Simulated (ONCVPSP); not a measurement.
What one change does to a pseudopotential (H, ONCV)

H, optimised norm-conserving Vanderbilt (ONCV), made with ONCVPSP 4.0.1 (LDA (Perdew-Zunger), scalar-relativistic). Core none, reference 1s1. Waves: 1s: rc 1.00 bohr, ncon 4, nbas 9, qcut 6.2 1/bohr, local. Local part: the s channel. Core correction: none.

Change: s: rc 0.7.

Cutoffs: the cutoffs (Ha) at which the residual kinetic energy of the hardest occupied pseudo-wave falls to 1 and 0.1 mHa per electron; they do not see the model core or the augmentation charge, which bear on the density cutoff. Errors are all-electron minus pseudo energies relative to the spin-unpolarised reference configuration.

Q: What does the change do?

A: The potential gets harder (16 Ha and 45 Ha → 24 Ha and 256 Ha); neither file shows a bound ghost. A smaller radius makes the pseudo-wave follow the all-electron one further in, where it bends more sharply, so more plane waves are needed.

```csv
quantity,base,changed
"cutoff, loose",16 Ha,24 Ha
"cutoff, tight",45 Ha,256 Ha
bound ghosts,none,none
GHOST(+) flags under 300 eV,none,none
"error for 1s0.5, meV [ΔE 4.64 eV]",+1.0,+0.2
```
